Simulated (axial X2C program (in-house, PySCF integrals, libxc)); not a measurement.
# Curves of BrYbBr from open-shell CI on f12 s1 d(πδ)1

Computed with an in-house all-electron X2C program for linear molecules (integrals from PySCF): two-component X2C with atomic mean-field Coulomb and Gaunt terms, basis Br dyall-v3z, Yb dyall-v3z (cores contracted in-house). Orbitals come from Hartree–Fock averaged over the configuration Yb f12 s1 d(πδ)1; CI then distributes these electrons over the f, s, d(πδ) shells of Yb, the count in the first shell held.

Scan along the symmetric stretch (R is each bond); masses Br 78.918 u, Yb 173.939 u, Br 78.918 u. Energies in cm⁻¹ from the lowest point; levels are followed by energy order within each Ω. Lowest level at 2.588 Å: 99% f12 s1 d(πδ)1.

```csv
R (Å),(1)Ω=4,(1)Ω=3,(1)Ω=2,(1)Ω=5,(1)Ω=1,(1)Ω=0,(2)Ω=0,(2)Ω=5,(2)Ω=4
2.407,3313,3293,3573,3713,3962,4189,5014,5014,5020
2.497,613,612,904,1028,1306,1541,2371,2418,2422
2.588,0,17,323,428,739,985,1820,1907,1912
2.692,1141,1176,1496,1583,1927,2185,3030,3157,3165
2.795,3595,3643,3976,4052,4419,4688,5546,5709,5720
2.912,7410,7470,7812,7887,8266,8545,9424,9625,9639
3.054,12893,12959,13307,13398,13767,14051,14968,15211,15229
```

Question: Fit the curves (1)Ω=4, (1)Ω=3, (1)Ω=2, (1)Ω=5, (1)Ω=1, (1)Ω=0, (2)Ω=0, (2)Ω=5, (2)Ω=4 near their minima.

Answer: From the open-shell CI curves, Te from the lowest:

```csv
level,Te (cm⁻¹),Re (Å),ωe (cm⁻¹)
(1)Ω=4,0,2.574,202.7
(1)Ω=3,14,2.573,203.0
(1)Ω=2,318,2.572,203.2
(1)Ω=5,426,2.573,203.0
(1)Ω=1,731,2.572,203.5
(1)Ω=0,975,2.571,203.8
(2)Ω=0,1809,2.571,204.0
(2)Ω=5,1889,2.568,204.5
(2)Ω=4,1893,2.568,204.7
```

Without dynamic correlation distances can be off by several hundredths of an Å (long for ionic bonds, short for multiple bonds) and the wavenumbers are rough.

The 9 lowest curves are shown; the next is (2)Ω=1, from 1947 cm⁻¹.

There is no dynamic correlation: spin–orbit spacings and, for f shells, spacings inside one term are the most reliable numbers, splittings between terms come out too wide, and energies between configurations are not reliable, so the lowest level need not be the ground state of the molecule. With the count in the first shell held, other counts are excluded: this configuration can lie several eV above the ground configuration of the molecule. At most 4 roots were kept for each Ω > 0 (twice that for Ω = 0) within 2.2 eV of the lowest, so higher up levels can be missing between those listed; levels with Ω > 0 are doubly degenerate and listed once, Ω = 0 levels singly. The molecule was held linear; bending was not examined.
